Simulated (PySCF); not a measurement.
CH5O, charge +1. Atoms are numbered in the order given.

```xyz
7

C     -0.7968    -0.0180     0.0000
O      0.7186     0.0866     0.0000
H     -1.1043     0.5054     0.8985
H     -1.1043     0.5054    -0.8985
H     -1.0631    -1.0701     0.0000
H      1.1518    -0.2629     0.8022
H      1.1518    -0.2629    -0.8022
```
Charge +1, spin multiplicity 1.

Geometry: B3LYP-D3(BJ)/def2-TZVP. The isomer is the one that the SMILES or the coordinates give; other isomers of the formula were not compared.

Computed with PySCF with B3LYP-D3(BJ)/def2-TZVP.

Harmonic, unscaled wavenumbers; measured fundamentals usually lie a few per cent lower.

Computed harmonic wavenumbers and intensities:
```csv
mode,ν (cm⁻¹),IR (km/mol),moving atoms (share of kinetic energy)
1,244,39.8,H 98 %
2,682,312.8,"H 79 %, O 19 %"
3,799,37.6,"C 52 %, O 34 %, H 14 %"
4,929,8.0,H 98 %
5,1166,5.4,"H 80 %, C 14 %"
6,1280,1.7,"H 75 %, C 17 %, O 8 %"
7,1467,3.8,H 90 %
8,1476,19.4,H 95 %
9,1481,19.3,H 97 %
10,1673,113.8,H 93 %
11,3094,0.4,H 98 %
12,3215,3.2,"H 89 %, C 11 %"
13,3220,5.2,"H 90 %, C 10 %"
14,3626,197.3,H 97 %
15,3702,322.8,"H 92 %, O 8 %"
```
